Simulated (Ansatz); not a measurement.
Pulling on the Ga1–H2 bond in GaH (multiplicity 1 held). Energies count from the point at 1.689 Å.


Restricted levels (R-, RO-) in cc, def2 and unpolarised 6-31G sets keep to the state of the molecule at rest. Active spaces are followed from rest. Full CI gives the lowest state of the spin. Levels need not reach the same state.

Correlated levels freeze the cores. Filled d and f shells under p-block atoms count as core.

The values were computed with Ansatz (Gaussian orbitals). Values without a source in brackets are computed.

Energies in eV.

```tsv
R (Å)	R-CCSDT/cc-pVDZ	SC-NEVPT2 on CASSCF(4,5)/cc-pVDZ	FIC-MRCISD on CASSCF(4,5)/cc-pVDZ	FCI/cc-pVDZ
1.351	0.87	0.89	0.86	0.87
1.520	0.17	0.18	0.16	0.17
1.689	0.00	0.00	0.00	0.00
1.858	0.11	0.10	0.11	0.11
2.027	0.36	0.32	0.36	0.36
2.280	0.82	0.76	0.82	0.82
2.534	1.28	1.21	1.28	1.28
2.956	1.92	1.84	1.92	1.92
3.378	2.36	2.27	2.35	2.36
3.885	2.63	2.54	2.62	2.63
4.560	2.76	2.66	2.74	2.75
5.405	2.79	2.69	2.77	2.79
6.756	2.79	2.69	2.77	2.79
```

Doubts at one or more of the structures used: a restricted determinant that unrestricted orbitals would lower (R-CCSDT/cc-pVDZ); T1 above 0.05 (R-CCSDT/cc-pVDZ); other coupled-cluster roots lie near (R-CCSDT/cc-pVDZ).

Ansatz is an electronic-structure program.
